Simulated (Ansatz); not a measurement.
One change: `FC1[SiH2]S1` becomes `C#CC1[SiH2]S1`.

Ansatz, PBE0-D4/def2-TZVP geometries, multiplicity 1. 

```tsv
property	`FC1[SiH2]S1`
HOMO–LUMO gap (PBE0/def2-TZVPP) / eV	6.81
size of the dipole moment (ωB97M-V/def2-TZVPP) / D	2.20
HOMO energy (PBE/def2-TZVPP) / eV	-6.32
HOMO–LUMO gap (B3LYP/def2-TZVPP) / eV	6.35
HOMO–LUMO gap (PBE/def2-TZVPP) / eV	4.78
zero-point energy (PBE0-D4/def2-TZVP) / kJ/mol	98.2
```

Problem. Give the same properties after the change, and the shifts. (Best estimate.)

Solution. The calculation gave: 
```
                                          property  `C#CC1[SiH2]S1`  shift
              HOMO–LUMO gap (PBE0/def2-TZVPP) / eV             6.45  -0.36
size of the dipole moment (ωB97M-V/def2-TZVPP) / D             1.73  -0.47
                 HOMO energy (PBE/def2-TZVPP) / eV            -6.00   0.32
             HOMO–LUMO gap (B3LYP/def2-TZVPP) / eV             6.01  -0.34
               HOMO–LUMO gap (PBE/def2-TZVPP) / eV             4.46  -0.32
    zero-point energy (PBE0-D4/def2-TZVP) / kJ/mol            142.7   44.5
```

The zero-point energy changes by 44.5 kJ/mol with +6 modes. Dipoles are sizes alone; their direction can turn.

B3LYP here is the variant with VWN-RPA as its local correlation; programs differ in this.
